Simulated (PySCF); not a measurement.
C2H4BF2N, SMILES C=C(F)B(N)F. Atoms are numbered in the order given.

```xyz
10

C      1.7929    -0.4484     0.5847
C      0.7701     0.2429     0.0770
F      0.9914     1.4740    -0.4085
B     -0.7208    -0.2521    -0.0593
N     -1.2425    -1.2778     0.7274
F     -1.5018     0.3323    -0.9730
H      2.8025    -0.0307     0.6151
H      1.6379    -1.4597     0.9634
H     -0.7344    -1.7140     1.4829
H     -2.1887    -1.6145     0.6058
```
Charge 0, spin multiplicity 1.

Geometry optimised at PBE0-D3(BJ)/def2-SVP. This is a generated structure with no PubChem entry under its InChIKey; it may be hypothetical. The values are those of a single conformer.

All values below come from PBE0-D3(BJ)/def2-SVP run with PySCF.

No scaling factor is applied to the harmonic values.

Computed harmonic wavenumbers and intensities:
| mode | ν (cm⁻¹) | IR (km/mol) | Raman (Å⁴/amu) | depolarisation | moving atoms (share of kinetic energy) |
|---|---|---|---|---|---|
| 1 | 46 | 0.8 | 1.4 | 0.75 | F 51 %, C 19 %, N 17 %, H 13 % |
| 2 | 185 | 1.1 | 1.3 | 0.68 | F 50 %, C 19 %, N 15 %, H 14 % |
| 3 | 301 | 0.9 | 2.8 | 0.75 | C 34 %, H 24 %, F 19 %, B 17 % |
| 4 | 331 | 0.3 | 2.0 | 0.53 | F 46 %, H 20 %, N 18 %, C 16 % |
| 5 | 430 | 6.7 | 1.0 | 0.55 | H 36 %, F 29 %, C 22 %, B 12 % |
| 6 | 483 | 165.4 | 0.5 | 0.62 | H 77 %, N 19 % |
| 7 | 518 | 13.5 | 2.1 | 0.75 | F 27 %, C 25 %, N 21 %, H 14 %, B 13 % |
| 8 | 574 | 6.6 | 3.3 | 0.67 | H 93 % |
| 9 | 691 | 34.1 | 2.8 | 0.36 | B 50 %, C 25 %, H 11 %, F 8 % |
| 10 | 706 | 11.7 | 5.0 | 0.18 | C 28 %, H 22 %, F 18 %, B 18 %, N 14 % |
| 11 | 757 | 0.6 | 2.6 | 0.74 | H 86 %, C 9 % |
| 12 | 884 | 5.9 | 2.2 | 0.15 | H 53 %, N 25 %, F 21 % |
| 13 | 896 | 53.9 | 1.8 | 0.75 | H 70 %, C 30 % |
| 14 | 958 | 28.2 | 3.5 | 0.44 | H 46 %, C 28 %, F 26 % |
| 15 | 1203 | 127.0 | 1.1 | 0.73 | C 34 %, B 26 %, H 17 %, F 15 % |
| 16 | 1369 | 33.4 | 12.3 | 0.66 | H 67 %, C 24 % |
| 17 | 1413 | 345.7 | 4.7 | 0.39 | B 45 %, C 23 %, H 18 %, F 12 % |
| 18 | 1434 | 32.2 | 8.0 | 0.18 | B 46 %, H 41 % |
| 19 | 1607 | 233.7 | 3.1 | 0.40 | H 54 %, N 24 %, B 20 % |
| 20 | 1732 | 34.1 | 41.8 | 0.17 | C 90 % |
| 21 | 3184 | 0.1 | 98.1 | 0.13 | H 94 % |
| 22 | 3292 | 1.0 | 55.9 | 0.74 | H 89 %, C 11 % |
| 23 | 3647 | 59.1 | 104.4 | 0.15 | H 96 % |
| 24 | 3761 | 46.8 | 48.1 | 0.73 | H 91 %, N 9 % |
